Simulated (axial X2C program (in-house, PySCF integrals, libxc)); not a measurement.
**SiBi: cheaper levels and CCSD(T), with spin–orbit coupling**

Computed with an in-house all-electron X2C program for linear molecules (integrals from PySCF). Two-component (2c) means X2C with spin–orbit coupling and atomic mean-field two-electron Coulomb and Gaunt terms. Basis: Bi dyall-cv3z [12s14p10d6f1g], Si dyall-v3z [8s7p2d1f] (cores contracted in-house); Gaussian nuclei, density fitting, unrestricted open shells. Masses: Bi 208.980 u, Si 27.977 u.

State: Ω = 3/2 (⟨Sz⟩ = 0.70, ⟨Lz⟩ = 0.80 at HF); fragments Bi + Si.

```tsv
level	Re (Å)	ωe (cm⁻¹)	De (eV)
PBE0	2.474	355.9	2.44
HF	2.550	280.5	0.612
CCSD	2.467	355.1	2.00
r2SCAN0	2.460	365.1	2.24
BP86	2.508	338.7	2.72
```

Correlated methods: 19 electrons correlated (number of frozen shells: Bi 5 s, 4 p, 2 d, 1 f; Si 2 s, 1 p), 219 virtual spin orbitals or spinors in MP2, 140 natural virtuals in coupled cluster.

CCSD(T), same Hamiltonian and basis:

Re = 2.468 Å, ωe = 361.0 cm⁻¹, De = 2.23 eV; T1 = 0.047 (Lee–Taylor normalisation).

Task: Give the differences from CCSD(T) in the columns below.

Result: 

```csv
level,ΔRe (Å),Δωe (cm⁻¹),ΔDe (eV)
PBE0,0.006,-5,0.21
HF,0.082,-80,-1.62
CCSD,-0.001,-6,-0.23
r2SCAN0,-0.008,4,0.01
BP86,0.040,-22,0.49
```

One determinant describes the state; a PBE0 search over occupations chose it and may have missed a lower one. Dissociation energies refer to the lowest single-determinant-based atoms at the same level and basis. Density functionals use the spin component along the axis (collinear). CCSD and (T) use frozen natural virtuals with an MP2 correction for the truncation; (T) itself is uncorrected, so its De runs slightly low. The 2c atoms are single determinants rather than J levels; their spin–orbit lowering is only partly caught, and De is too large by that part. This holds for PBE0, CCSD, r2SCAN0, BP86, CCSD(T). Other states lie close and PBE0, whose exact exchange favours high spin, may order them wrongly; the determinant shown need not be the ground state. The nearest other 2c determinant of the search, Ω = 1/2, lies 0.24 eV up at the distance of the search. The functionals have no current-density term, which raises determinants with orbital currents, atoms included. With several unpaired electrons one determinant need not be a pure state. At some level and bond length an empty orbital lies below a filled one. The determinant is spin-polarised beyond a pure state at some levels (its spin-free form has ⟨S²⟩ too high), which makes Re and μ there less reliable. The T1 diagnostic is large, a sign of multireference character. The stretched end of a curve changes character and is left out.
